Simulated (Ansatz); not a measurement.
Born–Oppenheimer molecular dynamics of CH10O2Si2 (15 atoms, charge 0, multiplicity 1). It starts from a rough guess of a transition structure, not a stationary point.

Computed with UKS PBE0/STO-3G (Ansatz 0.2.0).

| Item | Value |
| --- | --- |
| ensemble | NVE (velocity Verlet) |
| time step | 0.5 fs |
| steps asked | 150 |
| starting velocities drawn for | 600 K |
| seed | 11428 |

Frames 5 fs apart, positions in Å, forces in eV/Å.

Velocities at 5.0 fs (Å/ps):

```
Si 0.42 -3.02 4.89
Si 1.25 -7.02 -2.32
O -7.84 10.56 3.20
C 6.92 -0.54 -2.91
H 14.36 -37.13 21.85
H 6.35 40.26 -10.08
H 45.01 59.06 28.54
O -5.33 4.23 -1.87
H 5.55 -4.69 7.60
H -3.45 26.00 -0.87
H 9.71 10.65 0.50
H -0.64 6.02 -0.02
H 6.86 12.27 -11.44
H 0.71 1.35 -26.29
H -4.29 -62.25 -67.85
```

```xyz
15
Properties=species:S:1:pos:R:3:forces:R:3 time_fs=5.0 energy_less_start_eV=-0.425 T=857
Si -0.742 -0.100 0.990 -0.55 -2.56 -3.01
Si 0.993 -1.594 -0.341 -2.44 1.16 2.23
O -0.765 1.309 0.061 0.34 1.33 3.03
C -0.837 1.399 -1.310 -0.63 -0.99 -2.06
H -1.357 0.182 2.271 0.03 -0.05 0.04
H -1.808 -0.906 0.297 0.38 0.42 0.75
H 1.386 -0.060 1.277 4.62 -2.40 -5.07
O 0.960 0.353 1.978 -2.45 6.10 5.80
H -0.001 -2.310 -1.080 -0.07 -0.35 -0.30
H 1.726 -0.888 -1.313 0.82 0.48 -0.67
H 1.836 -2.585 0.257 0.39 -0.19 0.15
H 0.124 1.073 -1.820 -0.42 0.91 0.11
H -1.144 2.470 -1.510 0.69 -0.81 -0.57
H -1.611 0.730 -1.809 0.25 0.55 0.51
H 1.320 1.390 2.111 -0.96 -3.59 -0.94
15
Properties=species:S:1:pos:R:3:forces:R:3 time_fs=10.0 energy_less_start_eV=-0.439 T=861
Si -0.739 -0.124 1.000 1.11 -1.31 -3.16
Si 0.990 -1.621 -0.345 -1.52 2.05 0.95
O -0.801 1.370 0.097 0.58 0.83 1.23
C -0.814 1.392 -1.339 0.10 -0.09 0.74
H -1.274 -0.006 2.363 0.16 0.07 -0.43
H -1.810 -0.722 0.296 -1.16 -0.98 -0.16
H 1.787 0.045 1.235 -3.73 -0.26 3.16
O 0.930 0.373 1.981 6.71 1.21 -3.83
H 0.017 -2.389 -1.094 0.40 -0.17 -0.20
H 1.747 -0.767 -1.326 -0.49 -0.94 0.80
H 1.929 -2.554 0.273 -0.14 0.23 -0.18
H 0.144 1.166 -1.825 0.57 -0.34 0.01
H -1.035 2.425 -1.613 -0.15 0.68 -0.17
H -1.568 0.792 -1.859 -0.54 -0.69 0.08
H 1.316 1.341 1.788 -1.90 -0.27 1.17
15
Properties=species:S:1:pos:R:3:forces:R:3 time_fs=15.0 energy_less_start_eV=-1.160 T=1288
Si -0.731 -0.162 0.982 -0.45 -1.81 -4.16
Si 0.972 -1.633 -0.339 -2.66 0.40 1.73
O -0.829 1.443 0.151 0.85 -0.39 -0.78
C -0.791 1.385 -1.361 0.19 1.07 1.10
H -1.161 -0.179 2.370 -0.06 0.13 -0.10
H -1.979 -0.702 0.313 0.96 -0.01 0.57
H 1.722 -0.002 1.607 5.02 -2.24 -2.40
O 0.962 0.404 1.947 -4.42 4.94 2.25
H 0.118 -2.504 -1.152 0.52 0.24 0.15
H 1.706 -0.800 -1.217 0.42 0.49 -0.63
H 1.998 -2.482 0.263 -0.36 0.21 0.14
H 0.228 1.195 -1.803 -0.60 -0.87 0.53
H -0.942 2.442 -1.740 -0.49 -0.72 0.75
H -1.588 0.753 -1.854 0.82 0.17 0.56
H 1.067 1.417 1.714 0.24 -1.61 0.29
15
Properties=species:S:1:pos:R:3:forces:R:3 time_fs=20.0 energy_less_start_eV=-0.933 T=1156
Si -0.724 -0.213 0.931 0.63 -0.33 -2.30
Si 0.934 -1.638 -0.319 -1.17 1.79 0.51
O -0.843 1.509 0.196 1.02 -2.02 -1.04
C -0.763 1.393 -1.354 0.37 -0.52 3.61
H -1.058 -0.321 2.345 -0.01 0.12 -0.11
H -1.994 -0.716 0.423 0.08 -0.21 -0.45
H 1.927 -0.083 1.787 -1.86 3.21 -0.54
O 0.988 0.452 1.929 -0.39 1.33 -0.20
H 0.320 -2.588 -1.196 -0.34 -0.21 -0.19
H 1.718 -0.772 -1.197 -0.37 -0.06 0.14
H 2.001 -2.370 0.296 0.01 -0.18 0.73
H 0.230 1.044 -1.685 0.14 0.12 -0.05
H -0.953 2.388 -1.741 -0.09 0.71 -0.28
H -1.501 0.701 -1.762 -0.53 -0.32 -0.11
H 0.824 1.522 1.623 2.50 -3.45 0.28
15
Properties=species:S:1:pos:R:3:forces:R:3 time_fs=25.0 energy_less_start_eV=-1.783 T=1653
Si -0.712 -0.268 0.860 -0.04 0.82 -1.11
Si 0.885 -1.631 -0.295 0.44 0.40 -0.32
O -0.843 1.546 0.225 0.98 -3.12 -0.57
C -0.732 1.395 -1.284 -1.20 -0.82 1.61
H -0.957 -0.436 2.289 0.08 0.05 -0.25
H -1.990 -0.778 0.438 -0.34 -0.08 -0.77
H 2.023 0.368 1.841 -0.81 -0.94 0.18
O 0.999 0.499 1.914 2.36 -1.16 0.90
H 0.468 -2.683 -1.246 -0.28 0.60 0.70
H 1.671 -0.737 -1.168 -0.43 -0.26 0.43
H 1.970 -2.274 0.472 -0.81 0.37 0.05
H 0.237 0.928 -1.569 0.13 1.01 -0.25
H -0.972 2.392 -1.759 0.69 -0.94 0.34
H -1.474 0.629 -1.662 0.12 0.87 0.18
H 1.037 1.377 1.510 -0.88 3.20 -1.11
15
Properties=species:S:1:pos:R:3:forces:R:3 time_fs=30.0 energy_less_start_eV=-1.443 T=1460
Si -0.702 -0.316 0.778 -2.11 1.16 -0.95
Si 0.838 -1.619 -0.272 0.07 0.38 0.79
O -0.828 1.537 0.249 0.86 -3.18 1.53
C -0.717 1.380 -1.180 0.40 -0.49 -0.54
H -0.847 -0.540 2.191 -0.25 -0.07 0.17
H -2.028 -0.844 0.293 0.94 0.67 0.09
H 2.063 0.586 1.913 -0.08 -1.50 0.63
O 1.028 0.557 1.908 2.55 6.08 -3.45
H 0.535 -2.682 -1.172 -0.65 -0.42 -0.07
H 1.560 -0.725 -1.079 0.81 0.68 -0.64
H 1.790 -2.117 0.681 0.08 -0.18 0.15
H 0.277 1.009 -1.508 -0.05 -0.04 -0.07
H -0.875 2.299 -1.733 -0.20 1.10 0.05
H -1.469 0.680 -1.554 -0.35 -0.45 -0.51
H 1.133 1.531 1.230 -2.00 -3.74 2.82
15
Properties=species:S:1:pos:R:3:forces:R:3 time_fs=35.0 energy_less_start_eV=-1.409 T=1441
Si -0.707 -0.354 0.690 -1.08 2.24 1.88
Si 0.795 -1.604 -0.245 2.37 0.60 -0.75
O -0.799 1.480 0.294 0.81 -2.90 2.87
C -0.700 1.361 -1.093 -0.14 1.57 -4.08
H -0.796 -0.655 2.108 -0.49 0.04 -0.26
H -1.929 -0.787 0.138 -1.23 -0.12 -0.38
H 2.115 0.499 2.122 -2.70 1.71 -1.84
O 1.086 0.669 1.870 2.37 -7.10 5.75
H 0.467 -2.739 -1.084 -0.21 0.14 0.23
H 1.575 -0.636 -1.073 -0.22 -1.12 0.56
H 1.603 -1.989 0.903 0.16 -0.32 -0.60
H 0.310 1.082 -1.464 -0.13 -0.79 0.04
H -0.804 2.347 -1.641 -0.52 -0.37 0.99
H -1.495 0.692 -1.536 0.79 0.31 -0.01
H 0.882 1.350 1.297 0.23 6.12 -4.40
15
Properties=species:S:1:pos:R:3:forces:R:3 time_fs=40.0 energy_less_start_eV=-1.449 T=1467
Si -0.726 -0.374 0.616 -3.63 1.23 1.81
Si 0.769 -1.585 -0.222 1.97 -1.93 -0.10
O -0.758 1.382 0.378 0.66 -1.24 0.14
C -0.680 1.368 -1.070 0.82 0.95 -0.26
H -0.857 -0.762 1.990 -0.44 0.12 0.26
H -2.003 -0.723 -0.062 0.55 0.14 0.59
H 2.067 0.690 2.037 4.66 1.01 -0.32
O 1.139 0.745 1.859 -7.48 2.35 -3.12
H 0.346 -2.775 -0.954 0.13 0.42 0.16
H 1.590 -0.739 -0.995 0.84 0.09 -0.71
H 1.462 -1.939 1.000 0.40 -0.45 -0.54
H 0.311 1.009 -1.420 -0.08 0.38 -0.21
H -0.840 2.395 -1.395 0.02 0.54 -0.57
H -1.418 0.722 -1.548 -0.64 -0.16 -0.24
H 0.768 1.604 1.110 2.22 -3.47 3.11
15
Properties=species:S:1:pos:R:3:forces:R:3 time_fs=45.0 energy_less_start_eV=-1.170 T=1304
Si -0.773 -0.384 0.558 -3.68 -1.36 2.24
Si 0.762 -1.580 -0.201 3.07 -0.99 -0.84
O -0.709 1.267 0.463 -0.03 2.47 -3.20
C -0.652 1.397 -1.058 -1.18 0.68 1.90
H -1.014 -0.836 1.912 -0.03 0.28 0.02
H -2.012 -0.652 -0.160 0.07 -0.41 0.13
H 2.248 1.097 1.774 -3.45 -2.14 1.13
O 1.149 0.830 1.835 7.41 -4.82 4.99
H 0.238 -2.748 -0.807 -0.10 -0.54 -0.61
H 1.745 -0.878 -1.028 -0.38 -0.45 0.08
H 1.420 -1.996 0.991 0.58 -0.40 0.19
H 0.313 1.008 -1.426 0.33 0.80 -0.29
H -0.867 2.485 -1.228 0.65 -0.80 -0.57
H -1.424 0.765 -1.590 0.28 0.82 0.53
H 1.010 1.517 1.274 -3.52 6.86 -5.70
15
Properties=species:S:1:pos:R:3:forces:R:3 time_fs=50.0 energy_less_start_eV=-1.377 T=1421
Si -0.850 -0.406 0.519 -1.82 -3.58 2.09
Si 0.779 -1.586 -0.187 2.27 -2.99 -0.31
O -0.660 1.188 0.502 -0.66 5.35 -4.19
C -0.636 1.437 -1.010 0.96 0.48 1.75
H -1.183 -0.849 1.851 0.11 0.14 0.17
H -2.024 -0.668 -0.239 -0.60 -0.36 -0.48
H 2.130 1.204 1.674 3.27 0.09 0.14
O 1.212 0.909 1.826 -2.95 3.92 -2.58
H 0.135 -2.784 -0.768 0.59 0.68 -0.02
H 1.841 -1.089 -1.067 -0.70 0.02 0.14
H 1.487 -2.128 0.984 -0.27 0.32 -0.54
H 0.349 1.176 -1.478 -0.47 -0.13 0.42
H -0.779 2.496 -1.193 -0.10 0.92 0.12
H -1.428 0.925 -1.557 -0.40 -0.41 -0.15
H 0.815 1.792 1.128 0.76 -4.45 3.44
15
Properties=species:S:1:pos:R:3:forces:R:3 time_fs=55.0 energy_less_start_eV=-1.840 T=1694
Si -0.944 -0.456 0.496 -1.14 -1.94 0.15
Si 0.815 -1.615 -0.174 -0.26 -1.52 0.28
O -0.621 1.182 0.483 -1.35 2.07 -1.48
C -0.611 1.495 -0.933 -0.71 2.47 -1.27
H -1.331 -0.827 1.830 0.05 0.02 0.24
H -2.121 -0.755 -0.386 0.95 0.35 0.67
H 2.293 1.239 1.660 -2.86 1.16 -0.85
O 1.276 1.021 1.799 5.22 -4.78 4.39
H 0.138 -2.723 -0.760 -0.08 -0.60 -0.42
H 1.815 -1.282 -1.107 0.39 0.95 -0.71
H 1.526 -2.212 0.900 0.24 -0.04 0.69
H 0.333 1.305 -1.462 0.44 -1.03 0.07
H -0.695 2.603 -1.121 -0.34 -0.57 0.80
H -1.467 1.046 -1.516 0.78 0.14 0.48
H 0.581 1.514 1.391 -1.33 3.33 -3.03
15
Properties=species:S:1:pos:R:3:forces:R:3 time_fs=60.0 energy_less_start_eV=-2.302 T=1967
Si -1.045 -0.522 0.478 2.93 1.20 1.39
Si 0.850 -1.659 -0.161 -0.33 -1.21 -0.90
O -0.604 1.205 0.444 -2.29 -2.07 2.68
C -0.588 1.593 -0.877 1.18 0.30 -2.70
H -1.464 -0.798 1.847 0.06 0.00 -0.36
H -2.078 -0.783 -0.438 -0.97 0.00 -0.70
H 2.253 1.593 1.401 -3.35 -1.16 0.93
O 1.358 1.089 1.817 2.22 1.62 -0.69
H 0.153 -2.755 -0.825 0.35 -0.09 0.20
H 1.813 -1.283 -1.240 -0.85 0.46 1.07
H 1.593 -2.282 0.922 -0.16 0.36 -0.12
H 0.350 1.250 -1.405 -0.45 0.53 0.07
H -0.675 2.676 -0.910 0.19 0.83 -0.42
H -1.419 1.161 -1.427 -0.73 0.01 -0.81
H 0.518 1.552 1.333 2.20 -0.79 0.36
```

Of the whole run (75 fs, mean temperature of the second half 1667 K): The conserved energy stayed within 1.1 meV per atom of its start (net change 0.17 meV per atom), so the integration is sound. The system heated up, since it started high on the potential surface and ran downhill. A run of 0.075 ps of so small a system gives no equilibrium averages. The orbitals stay closed-shell, which can raise the energy where a bond breaks towards radicals; this wasn't checked here. Limits of this set-up: minimal basis.

Time of the run: 21 min on 1 thread of Arm Neoverse N1, on a shared host, peak memory 0.16 GiB.
